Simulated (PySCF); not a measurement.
# From computed data to an observable: oscillator strength and radiative lifetime

C4H5BFN, SMILES C#CB(F)/C=N/C.

Geometry: B3LYP-D3(BJ)/def2-SVP. The structure was generated by enumeration; whether it is a known compound was not checked. The values are those of a single conformer.

PySCF with TDDFT-ωB97X/def2-SVPD puts the first singlet state with f over 0.02 at 5.73 eV (vertical), with the transition dipole (-0.272, 1.093, 0.000) in atomic units.

Question: Find the oscillator strength, the wavelength and the radiative lifetime that this transition would have in vacuum if emission retraced absorption.

Answer: 
|μ|² = 1.2686 au, so |μ| = 2.86 D. ΔE = 5.73/27.211 = 0.2106 hartree. f = (2/3) ΔE |μ|² = 0.178 (the program prints 0.178).
λ = 1239.84/5.73 = 216 nm; ν = 46216 cm⁻¹.
Einstein's coefficient A = 0.6670 ν² f s⁻¹ (ν in cm⁻¹) = 2.5e8 s⁻¹, so τ = 1/A = 3.9 ns. This state is S3; the lower singlets have f = 0.001, 0.000. The figure is the radiative limit of this one transition; relaxation, internal conversion, crossing to triplets and a medium change what is measured.
